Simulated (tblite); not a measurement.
C₈H₉FSi.
Bonds: C1–C2, C2–C3, C3–C4 (triple), C4–C5, C5–C6 (double), C6–F7, C6–C8, C8–C9 (double), C9–Si10, C5–Si10. Hydrogens: H11, H12, H13 on C1; H14, H15 on C2; H16 on C8; H17 on C9; H18, H19 on Si10.

Computed with GFN2-xTB (tblite), gas phase: L-BFGS steps from a force-field or distance-geometry start until the largest atomic force falls under 0.01 eV/Å.

Step 8: E = -763.8174 eV
```
atom  x, y, z in Å  |  force x, y, z in eV/Å
C1      3.6509   -0.4108    0.4122    0.005   0.017  -0.042
C2      2.9124    0.3569   -0.6869    0.031   0.015  -0.035
C3      1.4779    0.3020   -0.5218    0.049  -0.017   0.008
C4      0.2802    0.2608   -0.3955   -0.033  -0.024   0.036
C5     -1.0901    0.1643   -0.1748   -0.033  -0.027   0.047
C6     -2.0614    0.7117   -0.9315   -0.055   0.045  -0.074
F7     -1.8231    1.4462   -2.0389    0.016   0.038  -0.051
C8     -3.4393    0.5054   -0.5453   -0.027   0.003   0.012
C9     -3.6217   -0.2306    0.5580    0.011  -0.045   0.057
Si10   -1.9493   -0.7568    1.2414   -0.067  -0.054   0.084
H11     4.7257   -0.3458    0.2506   -0.027  -0.008   0.013
H12     3.4203    0.0080    1.3897   -0.010  -0.023  -0.015
H13     3.3610   -1.4600    0.4055   -0.005   0.033   0.013
H14     3.2180    1.4085   -0.6759    0.051  -0.024  -0.031
H15     3.1614   -0.0632   -1.6679    0.045   0.038   0.028
H16    -4.2271    0.9398   -1.1400   -0.010   0.038  -0.064
H17    -4.5953   -0.4593    0.9538   -0.046   0.029  -0.038
H18    -1.7435   -2.2009    1.1779    0.051  -0.027   0.017
H19    -1.6669   -0.1671    2.5467    0.054  -0.008   0.034
```

Step 9: E = -763.8194 eV
```
atom  x, y, z in Å  |  force x, y, z in eV/Å
C1      3.6506   -0.4100    0.4111    0.008   0.015  -0.039
C2      2.9120    0.3583   -0.6884    0.075   0.003  -0.029
C3      1.4774    0.3014   -0.5217    0.012  -0.003  -0.002
C4      0.2790    0.2607   -0.3953    0.044  -0.021   0.028
C5     -1.0907    0.1645   -0.1747   -0.083  -0.047   0.071
C6     -2.0622    0.7116   -0.9325   -0.035   0.028  -0.027
F7     -1.8245    1.4472   -2.0398    0.009   0.023  -0.034
C8     -3.4392    0.5053   -0.5435   -0.021  -0.010   0.004
C9     -3.6251   -0.2319    0.5597    0.034  -0.011   0.013
Si10   -1.9510   -0.7587    1.2443   -0.061  -0.032   0.056
H11     4.7260   -0.3466    0.2517   -0.034  -0.001   0.004
H12     3.4200    0.0068    1.3890   -0.015  -0.003  -0.004
H13     3.3606   -1.4589    0.4061   -0.011   0.020  -0.001
H14     3.2212    1.4102   -0.6766    0.020  -0.058  -0.035
H15     3.1644   -0.0636   -1.6691    0.019   0.058   0.054
H16    -4.2238    0.9404   -1.1419   -0.030   0.034  -0.049
H17    -4.6033   -0.4556    0.9487   -0.009   0.019  -0.024
H18    -1.7390   -2.2039    1.1799    0.038   0.011   0.018
H19    -1.6622   -0.1680    2.5502    0.039  -0.024  -0.004
```

Q: Estimate the geometry and energy of step 10. (The exact step hangs on the optimiser's Hessian estimate; all steps are aligned on step 9, rigid shifts and turns removed.)

A: E = -763.8205 eV, largest force 0.089 eV/Å
```
atom  x, y, z in Å  |  force x, y, z in eV/Å
C1      3.6504   -0.4093    0.4099    0.005   0.006  -0.013
C2      2.9127    0.3592   -0.6897    0.056  -0.007  -0.006
C3      1.4775    0.3009   -0.5216   -0.022   0.007  -0.009
C4      0.2786    0.2599   -0.3943    0.050  -0.022   0.030
C5     -1.0928    0.1642   -0.1739   -0.033  -0.049   0.067
C6     -2.0629    0.7119   -0.9333   -0.029   0.018  -0.001
F7     -1.8250    1.4485   -2.0413   -0.001  -0.004   0.005
C8     -3.4400    0.5051   -0.5422   -0.008   0.006  -0.035
C9     -3.6266   -0.2327    0.5608    0.006   0.007  -0.007
Si10   -1.9533   -0.7607    1.2475   -0.039  -0.008   0.020
H11     4.7257   -0.3471    0.2525   -0.019   0.003  -0.005
H12     3.4195    0.0059    1.3883   -0.017   0.012   0.000
H13     3.3602   -1.4577    0.4065   -0.016   0.006  -0.014
H14     3.2239    1.4103   -0.6778    0.006  -0.050  -0.033
H15     3.1670   -0.0628   -1.6691    0.009   0.051   0.036
H16    -4.2223    0.9415   -1.1442   -0.027   0.017  -0.020
H17    -4.6084   -0.4530    0.9453    0.023   0.012  -0.017
H18    -1.7354   -2.2059    1.1814    0.029   0.028   0.020
H19    -1.6585   -0.1689    2.5526    0.028  -0.032  -0.019
```

The energy changes by -0.0012 eV. The first-order estimate −F·Δx gives -0.0018 eV and the mean of the old and new forces, exact on a quadratic surface, -0.0012 eV. The step makes an angle of 56° with the force vector and moves no atom by more than 0.007 Å.

What follows is the cost of the whole relaxation. Time: 0.51 s of wall time. Hardware: an Arm Neoverse N1 with one thread, no GPU, shared host with 64 logical CPUs at a one-minute load of 61.
